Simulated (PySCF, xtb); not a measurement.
ethylmethylamine (C3H9N), SMILES CCNC. Other conformers were not sampled.

Harmonic wavenumbers (cm⁻¹) from GFN2-xTB (xtb) at its own minimum, in rising order: 113, 207, 251, 277, 446, 814, 845, 917, 1036, 1070, 1087, 1154, 1179, 1213, 1262, 1339, 1406, 1409, 1422, 1489, 1492, 1497, 1502, 1502, 2786, 2843, 2946, 2999, 3022, 3026, 3043, 3051, 3347.

**Question.** What does B3LYP-D3(BJ)/def2-SVP in PySCF give at its own minimum? (Estimate from the structure and the level; the computed values follow.)

**Answer.** 125, 231, 272, 286, 455, 758, 818, 894, 1038, 1056, 1108, 1164, 1197, 1236, 1296, 1371, 1405, 1443, 1458, 1463, 1474, 1479, 1504, 1506, 2892, 2916, 3024, 3029, 3047, 3102, 3103, 3125, 3510. Paired by order, the mean absolute difference is 35 cm⁻¹ and the zero-point energies are 74.3 and 75.5 kcal/mol.
